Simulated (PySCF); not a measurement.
## Vibration and rotation of SiBi⁻

RHF-CCSD(T) constants of SiBi⁻, ¹Σ⁺ (singlet), closed shell (Si def2-SVPD, Bi def2-SVPD with ECP60; scalar-relativistic core potentials (PySCF 2.14); masses 27.9769 and 208.9804 u):

* ωe: 394.6 cm⁻¹
* ωexe: 1.19 cm⁻¹
* Be: 0.11638 cm⁻¹
* αe: 0.000452 cm⁻¹
* D (centrifugal): 4.05e-08 cm⁻¹

**Question.** Estimate the standard entropy (1 bar) and heat capacity of the ideal gas at 298.15 K, rigid rotor with B0 and harmonic oscillator at the fundamental.

**Answer.** Translation (Sackur–Tetrode, M = 236.96 u): 177.0 J/(mol K). Rotation: q = kT/(σB0) = 1780 with σ = 1, 70.6. Vibration: x = hcν0/kT = 1.89, 4.15. S° = 251.8 J/(mol K); Cp = 7R/2 + 6.22 = 35.3 J/(mol K).

Correlated steps freeze 9 core orbitals. Spin–orbit coupling is left out, which matters for elements this heavy, above all for dissociation energies. The CCSD T1 diagnostic is raised, a sign that a single reference may not be enough here.
